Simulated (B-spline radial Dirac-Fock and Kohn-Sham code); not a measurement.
**Te 3p1/2: cross section and angular parameters**

System: the Te atom, 1s2 2s2 2p6 3s2 3p6 3d10 4s2 4p6 4d10 5s2 5p4; threshold 870.8 eV (tabulated edge). These are calculated numbers from an atomic code on a B-spline grid; the model is Dirac-Hartree-Slater photoionisation with a Latter tail; cross sections with all multipoles, angular parameters from the dipole term and its interference with E2.

For linearly polarised light dσ/dΩ = σ/(4π) [1 + β P₂(cos θ) + (δ + γ cos²θ) sin θ cos φ], with θ from the polarisation vector and φ the angle between the beam and the projection of the electron momentum on the plane normal to the polarisation.

```
hν (eV)  σ (kb)      β      γ      δ
 1253.6    85.5  1.356  0.257  0.031
   1520    65.3  1.503  0.088  0.009
   1550    63.4  1.513  0.075  0.008
   2000       ?      ?      ?      ?
   2770    22.5  1.606  0.049  0.003
   3220    16.5  1.597  0.135  0.005
   4000    10.3  1.568  0.301  0.009
   6370    3.43  1.468  0.767  0.029
  10000    1.06  1.332  1.293  0.066
  12100   0.628  1.266  1.523  0.089
  13200   0.492  1.234  1.628  0.101
  15000   0.342  1.186  1.780  0.121
```

Task: Give the values at 2000 eV.

Result: σ = 41.6 kb, β = 1.589, γ = -0.020, δ = 0.002.
